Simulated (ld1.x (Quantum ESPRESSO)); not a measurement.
Logarithmic derivatives: strontium (Sr), RRKJ

* Element: Sr
* Generator: ld1.x (Quantum ESPRESSO) 7.5
* Type: norm-conserving RRKJ (Kleinman–Bylander form)
* Functional: PBE
* Relativity: fully relativistic
* Frozen core: [Ar] 3d10
* Valence charge: 10
* Reference configuration: 4s2 4p6 4d0 5s2 5p0
* Partial waves: 4p (bound): rc 2.00 bohr; 4d (bound, empty): rc 3.80 bohr; 4s (bound): rc 1.90 bohr
* Local potential: the s channel
* Core correction: none
* rho0: 0.001

Open shells are filled in proportion to 2j + 1 (rel_dist='average').

Occupied shells without a wave of their own: 5s. They enter only through the test configuration that unscreens the potential.

The phase is arctan(r·u′/u) with u = r·R(r), unwrapped; energies in Ry, scanned from -5 to 5 Ry. A pole is an energy at which the radial function vanishes at the test radius. The pseudo phase is shifted by a multiple of π to meet the all-electron one at the reference energy, and phase errors are pseudo minus all-electron; the curves can meet again beyond the range given. Levels narrower than the energy grid can be missing from the lists of poles. Where the grid stepped over a known ghost or core level, its pole and its step of π were put in at the level’s energy.

**Question.** For each channel, where are the poles, and over which energies does the pseudopotential scatter like the atom?

**Answer.**

```csv
channel,radius (bohr),reference energy (Ry),"poles, all-electron","poles, pseudo",unbroken range about the reference energy with phases within 0.05 rad,phase error 1 Ry above the reference energy (rad)
s,4.08,-3.00,"0.53, 4.05","0.40, 3.34",below -0.5,-0.000
p1/2,4.08,-1.73,"-1.72, 1.11, 4.76","-1.72, 1.02, 4.19",below -0.1,-0.002
p3/2,4.08,-1.65,"-1.64, 1.16, 4.84","-1.64, 1.02, 3.97",below -0.1,-0.003
d3/2,4.08,-0.10,"0.14, 2.40","-4.99, -4.99, 0.15, 3.28",-4.9 to 0.6,+0.227
d5/2,4.08,-0.09,"0.15, 2.41","0.15, 3.25",below 0.6,+0.217
```

Note: ghost states, extra bound levels that the all-electron valence spectrum of the same l lacks: d5/2 at -116.3 eV, d3/2 at -67.9 eV. A true bound ghost makes a file unfit for plane-wave use.

Phases in the d5/2 channel:

| E (Ry) | all-electron | pseudo |
| --- | --- | --- |
| -5.00 | 1.460 | 1.461 |
| -4.48 | 1.454 | 1.455 |
| -3.96 | 1.446 | 1.448 |
| -3.44 | 1.437 | 1.438 |
| -2.92 | 1.425 | 1.427 |
| -2.40 | 1.410 | 1.411 |
| -1.88 | 1.388 | 1.389 |
| -1.36 | 1.353 | 1.355 |
| -0.84 | 1.284 | 1.286 |
| -0.32 | 0.965 | 0.970 |
| 0.20 | -1.624 | -1.616 |
| 0.72 | -2.033 | -1.963 |
| 1.24 | -3.997 | -3.424 |
| 1.76 | -4.562 | -4.434 |
| 2.28 | -4.691 | -4.604 |
| 2.80 | -4.770 | -4.675 |
| 3.32 | -4.867 | -4.718 |
| 3.84 | -5.167 | -4.751 |
| 4.36 | -7.294 | -4.783 |
| 4.88 | -7.692 | -4.818 |
